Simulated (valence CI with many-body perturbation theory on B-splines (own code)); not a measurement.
## Tl30+: M1 decay

Method: relativistic CI+MBPT: five valence electrons over a frozen Dirac-Fock core [Kr] 4d10, a basis of 7 s, 7 p, 7 d, 7 f, 4 g, 2 h functions for each j, with the one-electron correlation potential Σ1 (screened to all orders), the two-electron term Σ2, the three-electron term Σ3, Breit, model QED; selected single and double excitations, second order for the rest, scaled by the run's own slope (own B-spline code, finite nucleus).

The last digits are not significant, and no measured levels were compared; by estimate large intervals hold to a few tenths of a per cent, small ones and those within an open d or f shell to about a per cent. Core correlation moves these levels by up to 5800 cm⁻¹, and in measured spectra 5 to 20 % of such shifts remained as error; rates that hang on mixing are uncertain with them. Among the levels kept, up to 780 cm⁻¹ of a level comes from second order outside the variational space, and about a tenth of that is noise between levels of different J, which matters for small intervals. Only levels of the ground parity were solved; by the run's estimate the other parity begins above the list, which can be wrong where configurations are misplaced.

Lines 51 to 100 of 120 in falling wavelength, among levels below 153650 cm⁻¹, chosen from the decays that carry over 1 % of a level's rate. Wavelengths and rates use the calculated energies. Weak lines are less certain than strong ones. Lines between different terms over intervals too small for the method are left out, as are lines whose strength nearly cancels. Where a level lies close to another of its J and parity, the split of strength between their lines is uncertain.

Levels are named by their leading jj configuration (3d3/2^4 stands for four electrons in 3d with j = 3/2), which in mixed levels can hold well under half, so a name can repeat and another be missing. Letters in brackets count levels of one name in rising energy.

```tsv
λ vac (nm)	Upper	Lower	Type	A (s⁻¹)	Branch %
297.6	(4f5/2^3 4f7/2^2) J=5/2 [c]	(4f5/2^3 4f7/2^2) J=3/2 [a]	M1	8.94e+02	24.9
287.9	(4f5/2^3 4f7/2^2) J=11/2 [c]	(4f5/2^4 4f7/2) J=11/2	M1	4.52e+01	4.8
287.6	(4f5/2^3 4f7/2^2) J=5/2 [b]	(4f5/2^3 4f7/2^2) J=7/2 [a]	M1	2.52e+02	8.6
282.1	(4f5/2^3 4f7/2^2) J=7/2 [c]	(4f5/2^3 4f7/2^2) J=5/2 [a]	M1	3.30e+01	1.1
279.3	(4f5/2^3 4f7/2^2) J=13/2 [a]	(4f5/2^3 4f7/2^2) J=11/2 [a]	M1	5.65e+02	46.5
272.9	(4f5/2^3 4f7/2^2) J=11/2 [b]	(4f5/2^3 4f7/2^2) J=11/2 [a]	M1	6.18e+02	35.9
272.6	(4f5/2^3 4f7/2^2) J=7/2 [d]	(4f5/2^3 4f7/2^2) J=5/2 [b]	M1	4.47e+02	23.4
269.1	(4f5/2^2 4f7/2^3) J=15/2	(4f5/2^3 4f7/2^2) J=13/2 [a]	M1	1.78e+02	4.9
266.9	(4f5/2^3 4f7/2^2) J=13/2 [b]	(4f5/2^4 4f7/2) J=11/2	M1	2.45e+02	24.5
261.4	(4f5/2^4 4f7/2) J=5/2	(4f5/2^5) J=5/2	M1	1.09e+03	98.7
257.8	(4f5/2^3 4f7/2^2) J=5/2 [a]	(4f5/2^4 4f7/2) J=3/2 [a]	M1	1.35e+03	31.1
251.4	(4f5/2^3 4f7/2^2) J=17/2 [b]	(4f5/2^3 4f7/2^2) J=15/2 [a]	M1	6.45e+00	19.4
242.4	(4f5/2^4 4f7/2) J=3/2 [a]	(4f5/2^5) J=5/2	M1	5.10e+02	99.7
240.0	(4f5/2^3 4f7/2^2) J=17/2 [a]	(4f5/2^4 4f7/2) J=15/2	M1	1.08e+03	94.0
239.3	(4f5/2^3 4f7/2^2) J=5/2 [a]	(4f5/2^4 4f7/2) J=5/2	M1	7.38e+02	17.1
237.8	(4f5/2^3 4f7/2^2) J=9/2 [c]	(4f5/2^4 4f7/2) J=9/2 [a]	M1	3.78e+01	3.6
234.3	(4f5/2^4 4f7/2) J=11/2	(4f5/2^3 4f7/2^2) J=9/2 [a]	M1	3.43e+02	78.5
233.7	(4f5/2^2 4f7/2^3) J=15/2	(4f5/2^3 4f7/2^2) J=15/2 [a]	M1	2.60e+03	72.1
229.4	(4f5/2^3 4f7/2^2) J=7/2 [b]	(4f5/2^3 4f7/2^2) J=7/2 [a]	M1	6.60e+02	23.3
229.2	(4f5/2^3 4f7/2^2) J=5/2 [c]	(4f5/2^3 4f7/2^2) J=5/2 [a]	M1	4.82e+02	13.4
223.4	(4f5/2^3 4f7/2^2) J=3/2 [a]	(4f5/2^4 4f7/2) J=1/2	M1	1.96e+03	60.3
220.5	(4f5/2^4 4f7/2) J=9/2 [b]	(4f5/2^4 4f7/2) J=9/2 [a]	M1	6.90e+02	26.5
216.9	(4f5/2^3 4f7/2^2) J=9/2 [b]	(4f5/2^3 4f7/2^2) J=9/2 [a]	M1	5.61e+02	17.0
210.9	(4f5/2^3 4f7/2^2) J=11/2 [c]	(4f5/2^4 4f7/2) J=9/2 [a]	M1	3.05e+02	32.6
205.5	(4f5/2^4 4f7/2) J=9/2 [a]	(4f5/2^4 4f7/2) J=7/2	M1	4.08e+01	19.0
204.8	(4f5/2^3 4f7/2^2) J=3/2 [a]	(4f5/2^4 4f7/2) J=3/2 [a]	M1	9.14e+02	28.1
203.5	(4f5/2^3 4f7/2^2) J=11/2 [b]	(4f5/2^3 4f7/2^2) J=9/2 [a]	M1	1.07e+03	62.1
192.9	(4f5/2^3 4f7/2^2) J=3/2 [a]	(4f5/2^4 4f7/2) J=5/2	M1	9.71e+01	3.0
192.2	(4f5/2^3 4f7/2^2) J=15/2 [b]	(4f5/2^4 4f7/2) J=13/2	M1	4.00e+02	45.7
183.9	(4f5/2^3 4f7/2^2) J=5/2 [a]	(4f5/2^4 4f7/2) J=7/2	M1	1.48e+03	34.2
183.3	(4f5/2^3 4f7/2^2) J=15/2 [b]	(4f5/2^4 4f7/2) J=15/2	M1	9.23e+00	1.1
179.9	(4f5/2^3 4f7/2^2) J=5/2 [b]	(4f5/2^4 4f7/2) J=5/2	M1	2.35e+03	80.7
178.0	(4f5/2^3 4f7/2^2) J=7/2 [d]	(4f5/2^4 4f7/2) J=9/2 [a]	M1	8.93e+02	46.9
177.2	(4f5/2^3 4f7/2^2) J=7/2 [c]	(4f5/2^3 4f7/2^2) J=7/2 [a]	M1	3.20e+02	10.5
175.1	(4f5/2^3 4f7/2^2) J=11/2 [c]	(4f5/2^4 4f7/2) J=13/2	M1	1.39e+02	14.9
174.5	(4f5/2^3 4f7/2^2) J=9/2 [c]	(4f5/2^3 4f7/2^2) J=7/2 [a]	M1	3.35e+02	32.0
171.4	(4f5/2^3 4f7/2^2) J=7/2 [b]	(4f5/2^3 4f7/2^2) J=9/2 [a]	M1	1.38e+03	48.6
170.2	(4f5/2^3 4f7/2^2) J=1/2	(4f5/2^4 4f7/2) J=1/2	M1	6.13e+02	19.3
169.3	(4f5/2^3 4f7/2^2) J=7/2 [a]	(4f5/2^5) J=5/2	M1	3.66e+01	5.3
167.9	(4f5/2^3 4f7/2^2) J=9/2 [c]	(4f5/2^3 4f7/2^2) J=11/2 [a]	M1	3.50e+02	33.5
165.0	(4f5/2^4 4f7/2) J=9/2 [b]	(4f5/2^3 4f7/2^2) J=7/2 [a]	M1	1.12e+03	43.0
160.3	(4f5/2^3 4f7/2^2) J=13/2 [b]	(4f5/2^4 4f7/2) J=15/2	M1	3.01e+01	3.0
159.2	(4f5/2^3 4f7/2^2) J=1/2	(4f5/2^4 4f7/2) J=3/2 [a]	M1	2.55e+03	80.3
159.1	(4f5/2^4 4f7/2) J=9/2 [b]	(4f5/2^3 4f7/2^2) J=11/2 [a]	M1	1.58e+02	6.1
158.9	(4f5/2^3 4f7/2^2) J=3/2 [b]	(4f5/2^4 4f7/2) J=1/2	M1	4.32e+01	5.7
154.8	(4f5/2^3 4f7/2^2) J=5/2 [c]	(4f5/2^3 4f7/2^2) J=7/2 [a]	M1	9.09e+02	25.4
154.7	(4f5/2^3 4f7/2^2) J=17/2 [b]	(4f5/2^4 4f7/2) J=15/2	M1	2.11e+00	6.3
154.4	(4f5/2^3 4f7/2^2) J=9/2 [b]	(4f5/2^4 4f7/2) J=7/2	M1	2.64e+03	80.0
154.0	(4f5/2^3 4f7/2^2) J=11/2 [c]	(4f5/2^3 4f7/2^2) J=11/2 [a]	M1	1.60e+02	17.1
153.5	(4f5/2^2 4f7/2^3) J=15/2	(4f5/2^4 4f7/2) J=13/2	M1	7.18e+02	19.9
```
